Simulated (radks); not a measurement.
Coulomb parameter of the 4f shell of the gadolinium ion Gd2+ in the model configuration [Xe] 4f5 5d1 6p2, as a second difference U = [E(n + 0.5) + E(n - 0.5) - 2 E(n)] / (0.5)^2 with all orbitals relaxed. "Bare": the charge of the atom changes with n. "Screened": the 6p shell takes up the change at fixed total charge, which measures U(4f,4f) + U(6p,6p) - 2 U(4f,6p). All-electron calculation, scalar-relativistic Kohn-Sham, PBE, spin-unpolarised, spherical densities, finite nucleus; Fermi nuclear charge, rms radius 5.1569 fm. Program: a radial shooting solver on a logarithmic mesh with Libxc functionals.

case,configuration,E - E(n) (eV)
start,[Xe] 4f5 5d1 6p2,0.000
bare +0.5,[Xe] 4f5.5 5d1 6p2,-20.236
bare -0.5,[Xe] 4f4.5 5d1 6p2,25.199
screened +0.5,[Xe] 4f5.5 5d1 6p1.5,-14.069
screened -0.5,[Xe] 4f4.5 5d1 6p2.5,16.754

U(bare) = 19.853 eV, U(screened by 6p) = 10.741 eV, against the Slater integral F0(4f,4f) = 32.545 eV with frozen orbitals.
